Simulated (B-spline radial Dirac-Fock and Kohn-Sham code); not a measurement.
Relativistic shifts of the levels of V¹⁷⁺

System: vanadium as V¹⁷⁺ in the configuration [He] 2s2 2p2.

Both columns are ΔSCF binding energies of the configuration average from a radial finite-basis atomic code: non-relativistic Hartree-Fock with a point nucleus, and Dirac-Fock with a finite nucleus and the Coulomb interaction alone, averaged over the two j levels with weights 2j+1.

```tsv
shell	Hartree-Fock (eV)	Dirac-Fock (eV)	shift (eV)	shift (%)
1s	6311.5	6354.3	+42.83	+0.68
2s	1303.0	1313.9	+10.96	+0.84
2p	1250.5	1254.0	+3.52	+0.28
```

Relativity binds 1s, 2s, 2p more strongly, among those listed most of all 2s in relative terms.

Values without a named source are computed, but for edge energies of neutral atoms, which are taken from tables.
